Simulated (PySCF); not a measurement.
Two species compared at the same levels of theory.

First species: C8H6F2.
Numbering: `[CH2:1]=[CH:2][c:3]1[cH:4][cH:5][cH:6][c:7]([F:8])[c:9]1[F:10]` (hydrogens: H11, H12 on C1; H13 on C2; H14 on C4; H15 on C5; H16 on C6)

Second species: C4H13NSi2.
SMILES: `N(C=C)(CC)[SiH2][SiH3]`

Levels: PBE0/pcSseg-1 for dipole moment, HOMO energy, LUMO energy and HOMO–LUMO gap; GFN2-xTB for rotational constant A and rotational constant C. Geometries: GFN2-xTB. Each species is one conformer at its optimised geometry, gas phase, non-relativistic unless stated; the electronic structure was computed with PySCF and density fitting.

Dipoles, sizes and rotational constants follow the conformer. The torsions of the flexible species, by atom-mapped SMILES:
- `[CH2:1]=[CH:2][c:3]1[cH:4][cH:5][cH:6][c:7]([F:8])[c:9]1[F:10]`: C1–C2–C3–C4 0°
- `[CH2:1]=[CH:2][N:3]([CH2:4][CH3:5])[SiH2:6][SiH3:7]`: C1–C2–N3–C4 -170°, C2–N3–C4–C5 83°, C2–N3–Si6–Si7 -62°

Values for the first species:

| Item | Value |
| --- | --- |
| Dipole moment | 2.58 D |
| HOMO energy | -7.01 eV |
| LUMO energy | -1.49 eV |
| HOMO–LUMO gap | 5.52 eV |
| Rotational constant A | 2.295 GHz |
| Rotational constant C | 0.751 GHz |

Estimate the same properties for the second species, and the change in each.

```json
{"property": "dipole moment", "first": "2.58 D", "second": "1.60 D", "second less first": "-0.98 D"}
{"property": "HOMO energy", "first": "-7.01 eV", "second": "-5.87 eV", "second less first": "+1.14 eV"}
{"property": "LUMO energy", "first": "-1.49 eV", "second": "-0.28 eV", "second less first": "+1.21 eV"}
{"property": "HOMO–LUMO gap", "first": "5.52 eV", "second": "5.59 eV", "second less first": "+0.07 eV"}
{"property": "rotational constant A", "first": "2.295 GHz", "second": "2.002 GHz", "second less first": "-0.293 GHz"}
{"property": "rotational constant C", "first": "0.751 GHz", "second": "1.022 GHz", "second less first": "+0.271 GHz"}
```

On the first: The dipole equals about 8.6 × 10⁻³⁰ C·m (1 D = 3.33564 × 10⁻³⁰ C·m).

On the second: The dipole matches unit charges of opposite sign 0.33 Å apart (1 e·Å = 4.8032 D). A dipole of 1.60 D is allowed in C1, and pure rotational transitions are dipole-allowed.
